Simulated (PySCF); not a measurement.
Job file and geometry (Å, from GFN2-xTB) of an NMR shielding run on `[SiH3]N[SiH2]P`, H₈NPSi₂, PySCF, GIAO PBE0/pcSseg-1 NMR shielding, non-relativistic, gas phase; density fitting, a coarse starting grid and PySCF grid level 2 are the driver's defaults:

```
$ OMP_NUM_THREADS=1 python probes_run.py task.json out

{"job": {"kind": "nmr", "xc": "PBE0", "basis": "pcSseg-1"}, "charge": 0, "multiplicity": 1}
Si    -2.220928     0.156102     0.275708
N     -0.503115     0.341799     0.430706
Si     0.735913    -0.491671    -0.433452
P      2.655012     0.188926     0.500060
H     -2.489559     0.011148    -1.151079
H     -2.685283    -1.030759     1.000776
H     -2.806942     1.371284     0.839816
H     -0.200185     0.829159     1.259882
H      0.655837    -1.950091    -0.274324
H      0.598342    -0.159480    -1.855865
H      3.453465    -0.577000    -0.325393
H      2.808641     1.309897    -0.292862
```

Question: What does the program print?

Answer: 
```
coarse grid: 10896 points
cycle   1  E = -979.3853297056  dE =  7.197e-02  |g| = 4.365e-01  |ddm| = 3.039e+00
cycle   2  E = -979.3396668401  dE =  4.566e-02  |g| = 6.266e-01  |ddm| = 9.375e-01
cycle   3  E = -979.4251038051  dE = -8.544e-02  |g| = 5.025e-02  |ddm| = 6.186e-01
cycle   4  E = -979.4256931170  dE = -5.893e-04  |g| = 1.483e-02  |ddm| = 7.767e-02
cycle   5  E = -979.4257483729  dE = -5.526e-05  |g| = 3.363e-03  |ddm| = 2.532e-02
cycle   6  E = -979.4257513050  dE = -2.932e-06  |g| = 6.726e-04  |ddm| = 5.816e-03
final grid: 89752 points
cycle   7  E = -979.4446776027  dE = -1.052e-05  |g| = 5.050e-03  |ddm| = 1.570e-02
cycle   8  E = -979.4446708029  dE =  6.800e-06  |g| = 7.571e-03  |ddm| = 1.056e-02
cycle   9  E = -979.4446829217  dE = -1.212e-05  |g| = 3.739e-04  |ddm| = 6.362e-03
cycle  10  E = -979.4446829504  dE = -2.867e-08  |g| = 9.110e-05  |ddm| = 5.863e-04
cycle  11  E = -979.4446829525  dE = -2.072e-09  |g| = 1.717e-05  |ddm| = 1.436e-04
cycle  12  E = -979.4446829525  dE = -7.344e-11  |g| = 3.681e-06  |ddm| = 2.776e-05
converged SCF energy = -979.4446829525

GIAO shielding tensors (ppm)
atom      isotropic    diamagn.    paramagn.     s11        s22        s33       span
  0 Si     404.392     879.435    -475.042    361.104    385.791    466.283    105.179
  1 N      268.610     325.320     -56.710    237.095    270.876    297.859     60.764
  2 Si     383.304     880.651    -497.347    344.675    359.471    445.767    101.092
  3 P      618.090     967.805    -349.715    554.036    620.227    680.007    125.971
  4 H       27.060      29.399      -2.340     23.659     25.751     31.769      8.110
  5 H       26.899      28.755      -1.856     23.045     25.110     32.541      9.496
  6 H       26.967      28.722      -1.754     23.211     25.241     32.448      9.237
  7 H       32.377      33.828      -1.451     22.287     31.617     43.228     20.941
  8 H       26.653      29.964      -3.311     22.692     25.392     31.875      9.183
  9 H       26.299      30.354      -4.055     22.548     25.155     31.193      8.645
 10 H       30.745      29.683       1.062     25.590     26.902     39.741     14.151
 11 H       30.388      30.537      -0.149     25.203     27.399     38.562     13.359
```

Question: Turn these shieldings into chemical shifts. δ = σ(ref) − σ, references computed at the same level: 29Si (σ = 349.16 ppm) and 1H (σ = 31.72 ppm) vs TMS; 15N (σ = 267.73 ppm) vs NH3; 31P (σ = 318.38 ppm) vs H3PO4.

Answer: Averaging equivalent atoms: Si 2: -34.1; Si 0: -55.2; N 1: -0.9; P 3: -299.7; H 8/9: 5.24; H 4/5/6: 4.74; H 10/11: 1.15; H 7: -0.66 ppm. Experimental scales use liquid or dissolved standards, which lie at an offset from isolated NH3 (liquid NH3: subtract about 20 ppm) and H3PO4.

Size and cost of the density-fitted run: 129 basis functions, 17 s wall time on 1 thread of an Intel Xeon Platinum 8259CL, shared host; peak memory 0.64 GiB.
